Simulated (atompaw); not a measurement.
**How hard is this P PAW (atompaw) potential?**

atompaw 4.2.0.5 input, output lines left out:

```
P 15
GGA-PBESOL loggrid 1500 logderivrange -3 5 201
3 3 0 0 0 0
3 1 3
0 0 0
c
c
v
c
v
1
1.40 1.35 1.20 1.30
y
-0.05
n
y
3.95
n
custom polynom2 7 10 vanderbiltortho sinc
bessel
1.40
1.40
1.30
1.40
```

The pseudo-atom Hamiltonian at the reference potential is diagonalised in spherical Bessel functions j_l(qr) that vanish at 20 bohr, with q² up to the cutoff. All-electron valence levels (Ry): 3s -1.0174, 3p -0.4035.

How do the lowest levels (Ry) of each channel move with the cutoff, and are there ghosts?

```
cutoff (Ry)     s #1       p #1     p #2    d #1    d #2    f #1    f #2  Σ f·Δε (mRy)
          8  -0.9946    -0.4002   0.0294  0.0654  0.1479  0.1143  0.2439          55.9
         12  -1.0081    -0.4021   0.0292  0.0653  0.1473  0.1143  0.2438          23.0
         18  -1.0160    -0.4026   0.0291  0.0653  0.1471  0.1143  0.2438           5.6
         25  -1.0173   -25.5986  -0.4024  0.0653  0.1470  0.1143  0.2438           3.6
         30  -1.0173   -51.4140  -0.4027  0.0653  0.1470  0.1143  0.2438           2.7
         40  -1.0174  -104.2543  -0.4031  0.0653  0.1470  0.1143  0.2438           1.4
         50  -1.0174  -136.6370  -0.4033  0.0653  0.1470  0.1143  0.2438           0.9
         60  -1.0174  -139.1191  -0.4033  0.0653  0.1470  0.1143  0.2438           0.8
        400  -1.0174  -314.5103  -0.4035  0.0653  0.1470  0.1143  0.2438           0.0
```

Result: ghost state, extra bound levels that the all-electron valence spectrum of the same l lacks: p at -4279.1 eV (a true bound ghost makes a file unfit for plane-wave use); 10 mRy is reached at 18 Ry and 1 mRy at 50 Ry.
